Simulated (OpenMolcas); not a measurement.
**Cd I: effect of the basis set**

```json
{
  "Program": "OpenMolcas 26.06",
  "Method": "CASSCF",
  "Active space": "2 electrons in 4 orbitals (5s 5p)",
  "State averaging": "2S+1 = 3 even, 3 roots (0 in the spin-orbit step); 2S+1 = 1 even, 1 root; 2S+1 = 3 odd, 3 roots; 2S+1 = 1 odd, 3 roots (0 in the spin-orbit step)",
  "Spin-orbit coupling": "RASSI with atomic mean-field integrals over the reference wave functions, term energies averaged over their components"
}
```

A. ANO-R1 [6s4p3d1f], X2C, finite nucleus; cost about 11 core-seconds
B. ANO-R2 [7s5p4d2f1g], X2C, finite nucleus; cost of the order of 11 core-seconds
C. ANO-R3 [8s6p5d3f2g1h], X2C, finite nucleus; cost roughly 20 core-seconds

Energies in cm-1 above 5s2 1S0, the measured ground level; measured values from NIST Handbook of Basic Atomic Spectroscopic Data.

| Level | A | B | C | Measured |
| --- | --- | --- | --- | --- |
| 5s2 1S0 | 0.0 | 0.0 | 0.0 | 0.0 |
| 5s 5p 3P* 0 | 46186 | 46268 | 46217 | 30114 |
| 5s 5p 3P* 1 | 47416 | 47363 | 47327 | 30656 |
| 5s 5p 3P* 2 | 49875 | 49552 | 49546 | 31827 |

Deviations, from unrounded energies. A percentage is the sum of absolute deviations over the sum of measured energies, with the sign that they share, or ± where signs differ.

```json
{"Against measurement": "mean absolute deviation (cm-1)", "Levels": "3", "A": "17000", "B": "17000", "C": "17000"}
{"Against measurement": "other configurations (%)", "Levels": "3", "A": "+54.9", "B": "+54.6", "C": "+54.5"}
```

A, B, C lie about equally close to measurement. The largest miss of C in the table is 5s 5p 3P* 2, by +18000 cm-1. The ranking rests on the paired levels alone, and a cruder setting can come out closer through cancelling errors.

Among A to C the level of the table that moves most is 5s 5p 3P* 2, by 330 cm-1 (lowest in C, highest in A).

Some high roots are left out of the spin-orbit mixing, which shifts the levels that they would mix with. Without dynamic correlation excited terms often stand tens of per cent too high (terms of higher spin than the ground term too low), and those without a measured partner can miss by more than the paired ones. The ANO-R sets hold no well-fitted valence p shell for this element, so s → p excitations can come out far too high. Computed and measured levels are paired by configuration, term and J; levels that our copy of the source lacks, or whose pairing is in doubt (as where it misses far off the trend of its configuration), stay unpaired and out of the deviations. Only configurations of the active space appear.

* marks odd parity.
